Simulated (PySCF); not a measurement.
Geometry:
```json
{"atom": "C1", "x (Å)": "-1.507", "y (Å)": "0.220", "z (Å)": "1.071"}
{"atom": "N2", "x (Å)": "-0.434", "y (Å)": "-0.027", "z (Å)": "0.093"}
{"atom": "C3", "x (Å)": "-0.823", "y (Å)": "-1.136", "z (Å)": "-0.795"}
{"atom": "Al4", "x (Å)": "-0.289", "y (Å)": "1.726", "z (Å)": "-1.043"}
{"atom": "C5", "x (Å)": "0.802", "y (Å)": "-0.302", "z (Å)": "0.840"}
{"atom": "C6", "x (Å)": "2.066", "y (Å)": "-0.468", "z (Å)": "0.022"}
{"atom": "F7", "x (Å)": "3.091", "y (Å)": "-0.550", "z (Å)": "0.898"}
{"atom": "F8", "x (Å)": "2.041", "y (Å)": "-1.624", "z (Å)": "-0.683"}
{"atom": "H9", "x (Å)": "-2.441", "y (Å)": "0.436", "z (Å)": "0.538"}
{"atom": "H10", "x (Å)": "-1.247", "y (Å)": "1.091", "z (Å)": "1.689"}
{"atom": "H11", "x (Å)": "-1.649", "y (Å)": "-0.660", "z (Å)": "1.723"}
{"atom": "H12", "x (Å)": "-1.774", "y (Å)": "-0.877", "z (Å)": "-1.279"}
{"atom": "H13", "x (Å)": "-0.947", "y (Å)": "-2.070", "z (Å)": "-0.221"}
{"atom": "H14", "x (Å)": "-0.063", "y (Å)": "-1.288", "z (Å)": "-1.568"}
{"atom": "H15", "x (Å)": "0.731", "y (Å)": "1.277", "z (Å)": "-2.200"}
{"atom": "H16", "x (Å)": "0.303", "y (Å)": "2.691", "z (Å)": "0.100"}
{"atom": "H17", "x (Å)": "-1.832", "y (Å)": "1.893", "z (Å)": "-1.451"}
{"atom": "H18", "x (Å)": "0.685", "y (Å)": "-1.217", "z (Å)": "1.451"}
{"atom": "H19", "x (Å)": "0.978", "y (Å)": "0.544", "z (Å)": "1.519"}
{"atom": "H20", "x (Å)": "2.252", "y (Å)": "0.362", "z (Å)": "-0.680"}
```

Geometry: PBE0-D3(BJ)/def2-SVP; GIAO absolute shieldings from PySCF 2.14, gas phase, non-relativistic, averaged over equivalent atoms.

At B3LYP/pcSseg-1 (203 basis functions, 65 s wall time on 1 thread of an Arm Neoverse N1, shared host):
```json
{"atoms": "C6", "σ (ppm)": "60.6"}
{"atoms": "C5", "σ (ppm)": "114.2"}
{"atoms": "C1/C3", "σ (ppm)": "130.5"}
{"atoms": "N2", "σ (ppm)": "211.6"}
{"atoms": "Al4", "σ (ppm)": "404.7"}
{"atoms": "F7/F8", "σ (ppm)": "306.9"}
{"atoms": "H20", "σ (ppm)": "24.61"}
{"atoms": "H15/H16/H17", "σ (ppm)": "27.51"}
{"atoms": "H18/H19", "σ (ppm)": "28.85"}
{"atoms": "H9/H10/H11/H12/H13/H14", "σ (ppm)": "28.90"}
```

**Question.** What do these become at PBE0/pcSseg-1?

**Answer.** 
```csv
atoms,σ at PBE0/pcSseg-1,change
C6,67.8,+7.2
C5,121.0,+6.8
C1/C3,136.4,+5.9
N2,219.4,+7.8
Al4,409.5,+4.8
F7/F8,311.3,+4.4
H20,24.54,-0.07
H15/H16/H17,27.25,-0.26
H18/H19,28.74,-0.11
H9/H10/H11/H12/H13/H14,28.79,-0.11
```

The largest change is at N2 (donor nitrogen of a Lewis adduct). Cost: 203 basis functions, 68 s wall time on 1 thread of an Arm Neoverse N1, shared host. The order of the carbon signals is the same at both levels.
